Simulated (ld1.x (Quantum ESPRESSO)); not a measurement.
## Rh (Z = 45), TM semilocal: configuration errors across variants

- Element: Rh (Z = 45)
- Generator: ld1.x (Quantum ESPRESSO) 7.5
- Type: norm-conserving Troullier–Martins (semilocal form)
- Functional: PBE
- Relativity: scalar-relativistic
- Frozen core: [Ar] 3d10
- Valence charge: 17
- Reference configuration: 4s2 4p6 4d8 5s0.75 5p0 (charge +0.25)
- Partial waves: 4s (bound): rc 1.50 bohr; 4d (bound): rc 1.55 bohr; 4f channel at 0.1 Ry: rc 1.50 bohr; 4p (bound): rc 1.15 bohr
- Local potential: the p channel
- Core correction: none

Occupied shells without a wave of their own: 5s. They enter only through the test configuration that unscreens the potential.

All-electron excitation energies from the reference (eV): (1) 4s2 4p6 4d8 5s1 5p0 -1.264; (2) 4s2 4p6 4d8 5s0 5p0 6.196; (3) 4s2 4p6 4d7 5s0 5p0 25.707; (4) 4s2 4p6 4d9 5s0 5p0 -2.174; (5) 4s2 4p6 4d7 5s1 5p1 5.355; (6) 4s1 4p6 4d8 5s1 5p0 87.779; (7) 4s2 4p6 4d8 5s0 5p1 2.339.

A semilocal file is local in each channel, so a ghost entry of none says nothing of the separable form that plane-wave codes build from it.

For the base: The 5s level has no wave, so the channel is fitted at the deeper level alone: the likely source of the large errors.

On the changes marked as counting shells twice: ld1.x takes every shell without a wave as core, so the model core holds the marked electrons as well and exchange and correlation see them twice. This cancels in the reference configuration, but the file is broken for other ones, and its errors say nothing about a proper core correction.

The file “base” misses its own reference levels by 1.0 eV. The file “core correction a·sin(br)/r model core inside 0.50 bohr (5s counted twice)” misses its own reference levels by 1.0 eV. The file “core correction a·sin(br)/r model core inside 0.74 bohr (5s counted twice)” misses its own reference levels by 1.0 eV. The file “core correction a·sin(br)/r model core inside 1.00 bohr (5s counted twice)” misses its own reference levels by 1.0 eV. The file “core correction a·sin(br)/r model core inside 1.20 bohr (5s counted twice)” misses its own reference levels by 1.0 eV. The file “core correction full core density, not smoothed (it rises at the typed radius of 1.34 bohr, so ld1.x skipped the fit) (5s counted twice)” misses its own reference levels by 1.0 eV.

Errors AE − PS in meV (a dash: test not solved or not reliable):

```csv
change,(1),(2),(3),(4),(5),(6),(7),bound ghosts
base,+221,-875,-1309,-547,+344,+305,-717,none
core correction a·sin(br)/r model core inside 0.50 bohr (5s counted twice),+218,-910,-1413,-551,+306,+244,-754,none
core correction a·sin(br)/r model core inside 0.74 bohr (5s counted twice),+218,-909,-1412,-551,+306,+249,-754,none
core correction a·sin(br)/r model core inside 1.00 bohr (5s counted twice),+218,-907,-1411,-549,+307,+274,-752,none
core correction a·sin(br)/r model core inside 1.20 bohr (5s counted twice),+218,-906,-1410,-547,+307,+293,-751,none
"core correction full core density, not smoothed (it rises at the typed radius of 1.34 bohr, so ld1.x skipped the fit) (5s counted twice)",+218,-910,-1413,-551,+306,+243,-754,none
```

(1) Give the same row for: core correction a·sin(br)/r model core inside 0.86 bohr (5s counted twice).

Answers

(1) +218, -909, -1412, -550, +306, +257, -753; bound ghosts: none. ld1.x takes every shell without a wave as core, so the model core holds the 5s electrons as well and exchange and correlation see them twice. This cancels in the reference configuration, but the file is broken for other ones, and its errors say nothing about a proper core correction.
